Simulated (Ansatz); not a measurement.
Coupled-cluster run, `C/[C]([AlH2])=C\F`.

```yaml
crystal:
  periodic: [false, false, false]
  atoms:
    - {symbol: C, position_ang: [-1.152752, -0.728289, 0.578608]}
    - {symbol: C, position_ang: [-0.004878, -0.047544, -0.110902]}
    - {symbol: Al, position_ang: [1.248904, 1.171966, 0.721031]}
    - {symbol: C, position_ang: [0.247926, -0.239583, -1.402622]}
    - {symbol: F, position_ang: [-0.484938, -1.042909, -2.191343]}
    - {symbol: H, position_ang: [-0.798553, -1.339148, 1.413652]}
    - {symbol: H, position_ang: [-1.720908, -1.372160, -0.094796]}
    - {symbol: H, position_ang: [-1.840813, 0.006115, 1.006565]}
    - {symbol: H, position_ang: [1.120894, 1.535763, 2.260055]}
    - {symbol: H, position_ang: [2.394295, 1.782749, -0.192722]}
    - {symbol: H, position_ang: [1.056221, 0.216141, -1.967028]}
basis:
  gaussian: {orbitals: def2-TZVPP}
correlation: {method: ccsd_t}
```

```sh
$ ansatz run in.yaml --threads 4 --pin off --events-out ev --progress --plain --max-ram 10444MiB
```

The program prints (abridged):

```
Functional definition: HF
1494 factors; integrals over basis functions are off by at most 1.5e-3 eV
mean field evaluation 1: about -12473.1108 eV, gradient 3.5e1 eV
mean field evaluation 2: about -12473.3268 eV, gradient 3.5e1 eV
mean field evaluation 4: about -12476.6975 eV, gradient 4.2e0 eV
mean field evaluation 8: about -12476.7668 eV, gradient 2.8e-1 eV
mean field -12476.76725479 eV, -458.5127395568 hartree, gradient 5.5e-6 eV, S^2 0.000000; 0 other end points of the search recorded, 0 dependent functions left out
9 core orbitals not correlated: weight in the atoms' cores, before any rotation towards them, 1.000 or more for the frozen orbitals, at most 0.000 for the correlated occupied ones
reference -12476.76725479 eV, -458.5127395568 hartree; 14, 14 occupied and 227, 227 virtual orbitals, 1494 factors
second order -22.36771128 eV of doubles, -0.00000000 eV of singles
cycle   1  -22.74908024 eV  change   -3.8e-1 eV  update   1.1e-1
cycle   2  -23.32207630 eV  change   -5.7e-1 eV  update   3.4e-2
cycle   3  -23.46166467 eV  change   -1.4e-1 eV  update   1.7e-2
cycle   4  -23.45361338 eV  change    8.1e-3 eV  update   4.2e-3
cycle   5  -23.45156373 eV  change    2.0e-3 eV  update   1.9e-3
cycle   6  -23.45242036 eV  change   -8.6e-4 eV  update   5.7e-4
cycle   7  -23.45237354 eV  change    4.7e-5 eV  update   2.1e-4
cycle   8  -23.45226018 eV  change    1.1e-4 eV  update   9.0e-5
cycle   9  -23.45225709 eV  change    3.1e-6 eV  update   3.4e-5
perturbative correction -0.91815041 eV, -0.0337414052 hartree
Total energy: -12501.13766228 eV, -459.4083355135 hartree
```

It took 2.1 min on 4 threads of an Arm Neoverse V1 on a shared host, with 5.4 GiB of host memory at the peak.

MP2 recovers 91.8 % of the CCSD(T) correlation energy and the triples give 3.8 %; T1 = 0.0119.
